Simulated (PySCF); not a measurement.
Compound: C8H15PS.
Cartesian coordinates in Å at the PBE0-D3(BJ)/def2-SVP level; atoms count from 1:
```
atom  x, y, z in Å
C1    -1.4636    2.1531   -0.6701
C2    -1.0218    1.3429    0.2912
P3    -0.2095   -0.2363   -0.0931
S4    -0.0946   -0.6257   -2.0131
C5    -1.0921   -1.4255    0.9565
C6    -2.3153   -1.9224    0.7244
C7    -3.2081   -1.6317   -0.4303
C8     1.4441   -0.1100    0.7257
C9     2.1861   -1.4353    0.6009
C10    2.2316    1.0439    0.1192
H11   -1.3315    1.8700   -1.7214
H12   -1.9611    3.1001   -0.4407
H13   -1.1404    1.5862    1.3543
H14   -0.5593   -1.7328    1.8638
H15   -2.7138   -2.6211    1.4725
H16   -3.5370   -2.5723   -0.9013
H17   -4.1213   -1.1206   -0.0811
H18   -2.7165   -1.0173   -1.1960
H19    1.2250    0.1026    1.7889
H20    1.6411   -2.2697    1.0675
H21    3.1736   -1.3641    1.0831
H22    2.3328   -1.6847   -0.4611
H23    2.3626    0.8831   -0.9622
H24    3.2274    1.1108    0.5842
H25    1.7223    2.0091    0.2570
```

Computed with PySCF at PBE0/pcSseg-1, non-relativistic, on one gas-phase PBE0-D3(BJ)/def2-SVP geometry that isn't relaxed in the solvent. The solvent is an IEF-PCM continuum (van der Waals radii × 1.2). The model holds no explicit solvent molecules, cavitation or dispersion.

| run | E − E(gas) (kcal/mol) | HOMO (eV) | HOMO–LUMO gap (eV) | dipole (D) |
| --- | --- | --- | --- | --- |
| gas | 0.00 | -6.23 | 5.35 | 4.20 |
| P | -5.41 | -6.52 | 5.70 | 5.65 |
| Q | -8.16 | -6.70 | 5.87 | 6.51 |

Question: The runs were made in chloroform and water. Which run belongs to which solvent?

Answer: P = chloroform, Q = water. The dielectric constants are 4.711 (chloroform), 78.36 (water), and the energy falls further as ε rises. In this model the ground state sees the solvent through ε alone.

Question: How constant is the ratio of the lowering to (ε − 1)/(2ε + 1)?

Answer: 
```csv
solvent,(ε − 1)/(2ε + 1),E − E(gas) (kcal/mol),ratio (kcal/mol),polarisation term (kcal/mol)
chloroform,0.356,-5.41,-15.2,-6.52
water,0.490,-8.16,-16.6,-10.87
```

The ratio changes by +9.5 % in size from chloroform to water. The polarisation term is half the interaction of the solute with the induced surface charges.
